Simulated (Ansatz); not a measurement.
C3H6AlNO. Total charge 0; spin multiplicity 1. The bonds changed during the relaxation, so this is another structure than the one it started from. All single points use the PBE0-D4/def2-TZVP geometry.

```xyz
12

C     0.074   -0.006    2.540
C     0.339   -0.407    1.137
N    -0.272    0.095    0.159
C    -0.258    0.082   -1.143
O    -1.069   -0.626   -1.844
Al   -0.106    0.440   -3.059
H    -0.698    0.760    2.589
H    -0.240   -0.877    3.125
H     0.991    0.368    3.005
H     1.103   -1.172    0.966
H    -0.908    1.670   -3.644
H     1.045   -0.325   -3.830
```

(1) What is the dipole moment at r2SCAN/def2-TZVPP? (Best estimate.)

(2) And with PBE, B3LYP, ωB97M-V? (Estimate.)

(3) Give the Mulliken charges with r2SCAN, B3LYP, ωB97M-V in def2-TZVPP. (Estimate.)

## Answers

(1) Ansatz gave: 4.47 D, with components (1.33, -0.63, 4.22) D in this frame, pointing from negative to positive charge.

(2) Computed: PBE 4.35 D, B3LYP 4.46 D, ωB97M-V 4.57 D.

(3) The calculation gave: 
```
atom  r2SCAN  B3LYP  ωB97M-V
  C1   -0.08  -0.19    -0.24
  C2    0.05  -0.01     0.02
  N3   -0.15  -0.08    -0.09
  C4    0.10   0.10     0.07
  O5   -0.30  -0.30    -0.29
 Al6    0.49   0.41     0.35
  H7    0.07   0.10     0.11
  H8    0.06   0.10     0.11
  H9    0.06   0.09     0.11
 H10    0.08   0.11     0.12
 H11   -0.18  -0.16    -0.13
 H12   -0.18  -0.17    -0.14
```

B3LYP here is the variant with VWN-RPA as its local correlation; programs differ in this.
